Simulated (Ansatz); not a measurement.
A made-up structure of ZnBNH4, closed shell:

N1  (-1.078, 0.625, -0.294)
B2  (0.241, 0.488, 0.125)
Zn3  (1.238, -1.332, 0.281)
H4  (-1.672, -0.142, -0.560)
H5  (1.757, 0.006, 0.810)
H6  (0.791, 1.524, 0.401)
H7  (2.021, -2.681, 0.410)
(Å)

It is relaxed with PBE-D4/def2-SVP and then PBE0-D4/def2-TZVP (Ansatz 0.2.0). Atoms count as bonded within 1.22 times the sum of their covalent radii (H–H: 0.88 Å). The end point is not checked to be a true minimum.

Problem. Does its bonding change? (Judge from chemistry; the calculation decides.)

Solution. The calculation gives: Yes. Formed: N1–Zn3, B2–H5; broken: B2–Zn3, Zn3–H5.

Where it ends: The first stage lowers the energy by 3.70 eV in 19 steps. It ends as ZnBNH₄ ([BH2][NH][ZnH]):
N1  (-0.107, -0.204, -0.047)
B2  (0.562, 0.944, 0.369)
Zn3  (0.724, -1.843, 0.027)
H4  (-1.052, -0.092, -0.383)
H5  (1.694, 0.841, 0.776)
H6  (0.036, 2.024, 0.329)
H7  (1.441, -3.182, 0.101)
(Å)

Labels in which every atom is bracketed show which atoms are joined, not bond orders.

For scale, one of the runs: PBE0-D4/def2-TZVP relaxation, 134 basis functions, launched by `ansatz run in.yaml --threads 2 --pin off --events-out ev --progress --plain --max-ram 4352MiB`. Hardware: 2 CPU threads of an Arm Neoverse V1, shared host. Wall time about 24 s.
